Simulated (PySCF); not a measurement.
Species: C₄H₅FNSi (doublet state).
Cartesian coordinates in Å at the GFN2-xTB level; atoms count from 1:
```
atom  x, y, z in Å
N1     2.5603    0.3775    0.2083
Si2    0.8725    0.1255    0.0764
C3    -0.3487    0.7766   -1.1208
C4    -1.5747    0.2826   -0.7403
C5    -1.5658   -0.5450    0.4102
F6    -2.7330   -1.0628    0.8602
C7    -0.3723   -0.8066    1.0356
H8     3.1717    0.0968   -0.5408
H9     3.0089    0.2669    1.1026
H10   -0.2188    1.4131   -1.9763
H11   -2.4963    0.4934   -1.2558
H12   -0.3026   -1.4187    1.9146
```

The hyperfine couplings belong to this conformer and change with its torsions.

Identity: `N[Si]1C=CC(F)=C1` [radical].

Method: PySCF 2.14.0, UKS B3LYP, pcH-1 on C F H N Si, non-relativistic, mean-field spin-orbit, GIAO. Isolated species at its GFN2-xTB geometry (one conformer only). Couplings are sensitive to structure, and on GFN2-xTB geometries they can be far from those on DFT ones, by a factor of two or more for some ions and for spin on atoms past the first row. Stability of the SCF solution: not tested.

Largest spin populations (Mulliken): Si2 (+0.55), C5 (+0.21), C4 (+0.17) and C3 (+0.08). Three atoms exceed +0.15. The angles at Si2 add up to 360.0°, so it is planar.

(1) Test a(H) = Q·ρ(C) for the protons on planar carbons with a spin population beyond ±0.08.

Answers

(1) 
```tsv
H	C	ρ(C)	a(H) (G)	a/ρ (G)
H10	C3	+0.085	-2.55	-30.1
H11	C4	+0.171	-5.85	-34.1
```

A least-squares line through the origin gives Q = -33.3 G with Mulliken populations.

Couplings in gauss use g_iso = 2.0031.
